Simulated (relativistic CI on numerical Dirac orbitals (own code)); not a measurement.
# Nd IV: calculation against measurement

Computed by Dirac-Coulomb-Breit CI, orbitals from a KLI potential per configuration, model QED, valence Slater integrals scaled by 0.85, P86 correlation estimate, and configurations built on the next ion tied to the tabulated ionisation energy (semi-empirical) (own radial code, finite nucleus).

Configurations in the expansion (outside the closed core [Kr] 4d10 5s2): 4f3.5p6, 4f2.5p6.5d, 4f2.5p6.6s, 4f2.5p6.6p, 4f2.5p6.6d, 4f2.5p6.7s, 4f2.5p6.5f, 4f2.5p6.6f, 4f.5p6.5d2, 4f3.5p5.5d, 4f5.5p4, 4f4.5p5, 4f2.5p6.7p, 4f.5p6.5d.6s, 4f.5p6.5f2, 4f3.5p5.6s, 4f2.5p6.7d, 4f.5p6.5d.5f, 4f2.5p6.5g, 4f.5p6.5d.6p, 4f2.5p5.6s.6p, 4f2.5p6.7f, 4f.5p6.6s2, 4f.5p6.5g.6p. Levels of other configurations are missing.

| Configuration | Term (tabulated) | J | Measured (cm⁻¹) | Computed | Error | Purity (%) |
| --- | --- | --- | --- | --- | --- | --- |
| 4f3.5p6 | 4I° | 9/2 | 0.0 | 0 | 0 | 96 |
| 4f3.5p6 | 4I° | 11/2 | 1897.1 | 1765 | -132 | 98 |
| 4f3.5p6 | 4I° | 13/2 | 3907.4 | 3650 | -257 | 98 |
| 4f3.5p6 | 4I° | 15/2 | 5988.5 | 5614 | -374 | 98 |
| 4f3.5p6 | 4F° | 3/2 | 11698.5 | 12821 | 1122 | 94 |
| 4f3.5p6 | 4F° | 5/2 | 12747.9 | 13778 | 1030 | 97 |
| 4f3.5p6 | 2H°2 | 9/2 | 12800.3 | 12848 | 48 | 74 |
| 4f3.5p6 | 4F° | 7/2 | 13719.8 | 14624 | 904 | 89 |
| 4f3.5p6 | 4S° | 3/2 | 13792.5 | 14790 | 997 | 94 |
| 4f3.5p6 | 4F° | 9/2 | 14994.9 | 15650 | 655 | 79 |
| 4f3.5p6 | 2H°2 | 11/2 | 16161.5 | 15873 | -289 | 95 |
| 4f3.5p6 | 2G°2 | 7/2 | 17655.1 | 18025 | 370 | 80 |
| 4f3.5p6 | 4G° | 5/2 | 17707.2 | 19434 | 1727 | 98 |
| 4f3.5p6 | 4G° † | 7/2 | 19540.8 | 20814 | 1274 | 88 |
| 4f3.5p6 | 4G° † | 9/2 | 19969.8 | 22247 | 2278 | 77 |
| 4f3.5p6 | 2K° | 13/2 | 20005.2 | 19947 | -59 | 98 |
| 4f3.5p6 | 2G°2 | 9/2 | 21493.4 | 20576 | -917 | 57 |
| 4f3.5p6 | 2K° | 15/2 | 22043.8 | 21891 | -153 | 95 |
| 4f3.5p6 | 4G° | 11/2 | 22047.4 | 23396 | 1348 | 95 |
| 4f3.5p6 | 2D°1 | 5/2 | 24333.1 | 24947 | 614 | 97 |
| 4f3.5p6 | 4D° | 5/2 | 29190.9 | 31966 | 2775 | 78 |
| 4f3.5p6 | 2I° | 11/2 | 30179.9 | 31269 | 1089 | 87 |
| 4f3.5p6 | 2L° | 15/2 | 31036.0 | 31976 | 940 | 96 |
| 4f3.5p6 | 4D° | 7/2 | 31355.0 | 34047 | 2692 | 97 |
| 4f3.5p6 | 2I° | 13/2 | 31582.8 | 32435 | 852 | 98 |
| 4f3.5p6 | 2L° | 17/2 | 32563.6 | 33479 | 916 | 99 |
| 4f3.5p6 | 2H°1 | 9/2 | 33741.2 | 35532 | 1791 | 98 |
| 4f3.5p6 | 2H°1 | 11/2 | 35136.6 | 36726 | 1589 | 86 |
| 4f3.5p6 | 2D°2 | 5/2 | 35213.9 | 37546 | 2332 | 62 |
| 4f3.5p6 | 2F°2 | 5/2 | 39568.4 | 41651 | 2083 | 80 |
| 4f3.5p6 | 2F°2 | 7/2 | 41012.7 | 43193 | 2180 | 96 |
| 4f3.5p6 | 2G°1 | 9/2 | 49172.4 | 52560 | 3387 | 98 |

Measured levels from measured levels as listed in Arab et al., J. Quant. Spectrosc. Radiat. Transfer 229, 145 (2019) and Gaigalas et al. (2019), from Wyart et al. (2007); pairs were made by configuration, J and term (by order where the table uses no LS term), so strongly mixed levels may be paired wrongly.

Mean error by configuration (cm⁻¹): 4f3.5p6 1009. Over the excited levels the mean absolute error is 1159 cm⁻¹ (31 of the 32 excited levels that our extract of the source holds in range could be paired, and the others can miss by more), and the median relative error of those above 1,000 cm⁻¹ is 5.3 %. † marks terms whose computed intervals miss the measured ones by more than a factor of 2.5, or configurations far off the rest, from wrong mixing, a near crossing or a doubtful label or measurement; they are left out of the means.
